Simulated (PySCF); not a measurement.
# Electronic absorption of C4H3Cl3

C4H3Cl3.
Atom-mapped SMILES: `[CH:1]#[C:2][CH2:3][C:4]([Cl:5])([Cl:6])[Cl:7]` (hydrogens: H8 on C1; H9, H10 on C3)

Cartesian coordinates in Å at the GFN2-xTB level; atoms count from 1:
```
atom  x, y, z in Å
C1     2.304    0.183    0.288
C2     1.186   -0.236    0.361
C3    -0.176   -0.725    0.445
C4    -1.169    0.383    0.123
Cl5   -2.834   -0.238    0.234
Cl6   -0.905    0.999   -1.525
Cl7   -0.993    1.734    1.266
H8     3.288    0.541    0.226
H9    -0.318   -1.543   -0.267
H10   -0.374   -1.095    1.455
```

Method: PySCF 2.14.0, density-fitted response routines, TDDFT CAM-B3LYP/def2-SVPD, vertical, gas phase, core orbitals frozen in the response.

```
state  E (eV)  ν̃ (cm⁻¹)       f  symmetry  main configurations (H = HOMO, L = LUMO)
   S1    6.39      51510  0.0000         –       H→L (38%), H→L+1 (13%), H→L+4 (13%)
   S2    6.51      52480  0.0001         –                               H-2→L (74%)
   S3    6.70      54020  0.0059        A′      H-1→L (42%), H→L+5 (14%), H-4→L (9%)
   S4    6.89      55540   0.013        A″                               H-3→L (73%)
   S5    6.92      55770   0.012        A′                   H-4→L (48%), H→L+5 (9%)
   S6    6.96      56130  0.0000         –              H-1→L+5 (54%), H-1→L+6 (20%)
   S7    7.17      57870  0.0036        A′  H-5→L (47%), H-3→L+2 (14%), H-4→L+1 (9%)
   S8    7.22      58220  0.0031        A″                H-2→L+1 (31%), H→L+1 (16%)
```

Triplets, Tamm–Dancoff:

| state | E (eV) | λ (nm) | main configurations (H = HOMO, L = LUMO) |
| --- | --- | --- | --- |
| T1 | 5.41 | 229.1 | H→L+5 (18%), H-1→L (14%), H-1→L+4 (12%) |
| T2 | 5.83 | 212.5 | H-2→L (29%), H→L (22%) |
| T3 | 5.89 | 210.4 | H-2→L (42%), H→L+1 (10%), H→L+4 (9%) |

The lowest singlet comes at 194 nm (616 kJ/mol) in the vacuum ultraviolet; it is dark (f under 0.0005); its leading configuration is HOMO→LUMO (38%). The largest oscillator strength of a single state is 0.013. Löwdin shares by element: HOMO carbon 85% or more (atoms not listed hold the other 15%); LUMO chlorine 71%, carbon 21% or more. Weighted by f, the mean energy of these states is 6.92 eV. Of the 8 states listed, 2 reach f = 0.01 and 3 stay under 0.0005. The listed states span 0.83 eV, and the widest gap between neighbours is 0.22 eV (S6 to S7). Symmetry labels in Cs follow from the direction of the transition dipole and are given only for states with f of 0.002 or more. Only the lowest 8 singlets were computed, as vertical energies without vibronic structure.
